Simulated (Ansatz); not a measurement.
H$_{4}$BClO$_{3}$Si, singlet, at the geometry of the source list; PBE0/pcseg-0 run with Ansatz (an electronic-structure program).

The Ansatz input:
Ansatz 0.2 input:
```yaml
crystal:
  periodic: [false, false, false]
  atoms:
    - {symbol: Si, position_ang: [1.55350000, -0.48160000, -0.04690000]}
    - {symbol: Cl, position_ang: [2.58610000, 0.67500000, -1.30980000]}
    - {symbol: O, position_ang: [0.12230000, 0.20560000, 0.16660000]}
    - {symbol: B, position_ang: [-1.23090000, 0.33880000, 0.12440000]}
    - {symbol: O, position_ang: [-1.81870000, 1.41060000, 0.69170000]}
    - {symbol: O, position_ang: [-2.02240000, -0.57850000, -0.46940000]}
    - {symbol: H, position_ang: [1.41770000, -1.81230000, -0.63660000]}
    - {symbol: H, position_ang: [2.17520000, -0.48120000, 1.26930000]}
    - {symbol: H, position_ang: [-1.21250000, 2.04040000, 1.08230000]}
    - {symbol: H, position_ang: [-1.57040000, -1.31680000, -0.87160000]}
basis:
  gaussian:
    orbitals: pcseg-0.json
hamiltonian:
  xc: pbe0
```
The basis file holds pcseg-0 in the JSON format of the Basis Set Exchange.

Predict the main parts of the log of this Ansatz run.


```
Functional definition: PBE0
803 factors; integrals over basis functions are off by at most 5.7e-4 eV
mean field evaluation 1: about -27222.0369 eV, gradient 6.7e1 eV
mean field evaluation 2: about -27217.6933 eV, gradient 8.3e1 eV
mean field evaluation 4: about -27229.0084 eV, gradient 2.9e0 eV
mean field evaluation 8: about -27229.2230 eV, gradient 1.7e-1 eV
mean field evaluation 16: about -27229.2231 eV, gradient 3.1e-5 eV
mean field -27229.22308979 eV, -1000.6554919194 hartree, gradient 3.1e-5 eV, S^2 0.000000; 0 other end points of the search recorded, 0 dependent functions left out
reference -27229.22311255 eV, -1000.6554927559 hartree; 32, 32 occupied and 38, 38 virtual orbitals, 803 factors
Total energy: -27229.22311255 eV, -1000.6554927559 hartree
```
